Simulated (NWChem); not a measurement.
System: C3H7NSi; SMILES [Si@H]1(C=NC1)C

The following NWChem deck was run.

```
start job
memory heap 200 mb stack 900 mb global 1100 mb
geometry units angstroms noautosym nocenter noautoz
  C     -0.038516     2.069772     0.539911
  Si    -0.011093     0.489918    -0.470995
  C     -1.093413    -0.971013     0.038888
  N     -0.125215    -1.765722     0.332544
  C      1.099466    -0.969494     0.073582
  H     -0.923837     2.676728     0.292867
  H     -0.058940     1.849404     1.617627
  H      0.854331     2.679220     0.326744
  H     -0.006172     0.838210    -1.929775
  H     -2.139207    -1.298982     0.136266
  H      1.742290    -1.462575    -0.673925
  H      1.697563    -0.858342     0.993271
end
basis spherical
  * library def2-svp
end
dft
  xc xpbe96 cpbe96
  iterations 150
end
cosmo
  do_cosmo_smd true
  solvent water
end
task dft energy
```

Coordinates come from a PBE0/def2-SVP optimisation. Not confirmed as a minimum by frequencies. Solvent: water.

Level: PBE/def2-SVP with SMD (1 M gas to 1 M solution), gas-phase geometry. Reactions with the solvent are ignored.

**Question.** What results follow from this input? (PBE/def2-SVP, SMD on the gas-phase geometry.) Quantities: solvation free energy (kcal/mol); cavity-dispersion-structure term (kcal/mol); dipole in solution (D).

**Answer.** 
| Quantity | Value |
|---|---|
| solvation free energy (kcal/mol) | -0.7 |
| cavity-dispersion-structure term (kcal/mol) | 3.5 |
| dipole in solution (D) | 2.95 |
